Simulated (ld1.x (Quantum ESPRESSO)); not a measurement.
## What one change does to a pseudopotential (Zn (Z = 30), TM)

ld1.x (Quantum ESPRESSO) 7.5 input, shortened:

```
&input
   title='Zn', zed=30., rel=1, dft='REVPBE', iswitch=3,
   config='[Ar] 3d10 4s0 4p0'
 /
 &inputp
   pseudotype=2, tm=.true., lloc=2,
   nlcc=.true., rcore=0.40
 /
3
3S  1  0   2.00   0.00  0.85  0.85  0.0
3P  2  1   6.00   0.00  1.00  1.00  0.0
3D  3  2  10.00   0.00  1.15  1.15  0.0
 &test
   configts(1)='3s2 3p6 3d10 4s0 4p0'
 /
```

Change: all radii but the core radius scaled by about 1.13 (s 0.96, p 1.12, d 1.30 bohr).

Cutoffs: the cutoffs (Ry, on a coarse ladder) from which the occupation-weighted sum of valence levels, in a spherical-Bessel basis at the reference potential, stays within 10 and 1 mRy of its value at 400 Ry; they do not see the model core or the augmentation charge, which bear on the density cutoff. Errors are all-electron minus pseudo energies relative to the spin-unpolarised reference configuration.

Problem. Predict the effect on cutoff, ghosts and configuration errors.

Solution. Of the 7 tests that both files solve, the error grows in 6 and shrinks in 1 by more than 15 % and 0.3 meV (median size 150.0 → 300.4 meV); neither file shows a bound ghost.

```tsv
quantity	base	changed
cutoff, loose	230 Ry	180 Ry
cutoff, tight	over 300 Ry	300 Ry
loose cutoff by channel (10 mRy a level)	s 180 Ry, p 90 Ry, d 160 Ry	s 100 Ry, p 90 Ry, d 140 Ry
bound ghosts	none	none
error for 3s2 3p6 3d10 4s2 4p0, meV [ΔE -28.04 eV]	+23	+6.7
error for 3s2 3p6 3d10 4s1 4p0, meV [ΔE -18.26 eV]	+29	+39
error for 3s2 3p6 3d9 4s0 4p0, meV [ΔE 40.41 eV]	-38	-58
error for 3s2 3p5 3d10 4s2 4p0, meV [ΔE 63.97 eV]	+150	+337
error for 3s2 3p6 3d10 4s0 4p2, meV [ΔE -17.55 eV]	-208	-400
error for 3s2 3p6 3d10 4s0 4p1, meV [ΔE -11.98 eV]	-157	-300
error for 3s2 3p6 3d9 4s2 4p0, meV [ΔE -10.21 eV]	+194	+368
```
